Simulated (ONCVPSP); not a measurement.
## titanium (Ti), ONCV: configuration errors across variants

ONCVPSP 4.0.1 input, shortened (lines: element, Z, core and valence counts, functional; n l f; lmax; l rc ep ncon nbas qcut; lloc lpopt rc5 dvloc0; l nproj debl; icmod fcfact rcfact), PBE, scalar-relativistic:

```
  Ti 22.00    3    4        4      upf
    1    0    2.00
    2    0    2.00
    2    1    6.00
    3    0    2.00
    3    1    6.00
    3    2    2.00
    4    0    2.00
    2
    0    2.00    0.00    3    8    5.60
    1    1.10    0.00    4    8    7.00
    2    1.75    0.00    4    9    9.60
    4    2    0.90    0.00
    0    2    0.90
    1    2    1.10
    2    2    1.40
    0    0.00    0.00
```

In the p channel the program set the typed energies aside and used -1.428, 0.250 Ha.

All-electron excitation energies from the reference (eV): (1) 3s2 3p6 3d2 4s1 7.347; (2) 3s2 3p6 3d2 4s0 20.919; (3) 3s2 3p6 3d1 4s0 47.867.

1 further variants failed, have other tests or too few solved ones, and are left out.

Errors AE − PS in meV (a dash: test not solved or not reliable):

| change | (1) | (2) | (3) | bound ghosts | GHOST(+) flags above zero |
| --- | --- | --- | --- | --- | --- |
| base | -0.2 | -1.0 | +34 | none | none |
| p: rc 0.92 | -0.2 | -1.0 | +34 | none | none |
| d: qcut 9.5 | -0.2 | -1.0 | +35 | none | none |
| p: debl 5.9 | -0.2 | -1.0 | +34 | none | none |
| p: qcut 8.4 | -0.2 | -1.0 | +34 | none | none |
| s: qcut 6.2 | -0.3 | -1.1 | +35 | none | none |
| s: nproj 3 | -0.2 | -1.0 | +34 | none | none |
| local potential polynomial inside 0.90 bohr (lpopt 2, dvloc0 4.5 Ha) | -0.2 | -1.0 | +34 | none | none |
| d: ncon 5, nbas 10 | -0.2 | -1.0 | +27 | none | none |

**Question.** Give the same row for: all radii scaled by about 0.89 (s 1.80, p 0.98, d 1.56 bohr); local potential polynomial inside 0.80 bohr (lpopt 2, dvloc0 0 Ha).

**Answer.** -0.2, -0.9, +22; bound ghosts: none; GHOST(+) flags above zero: none.
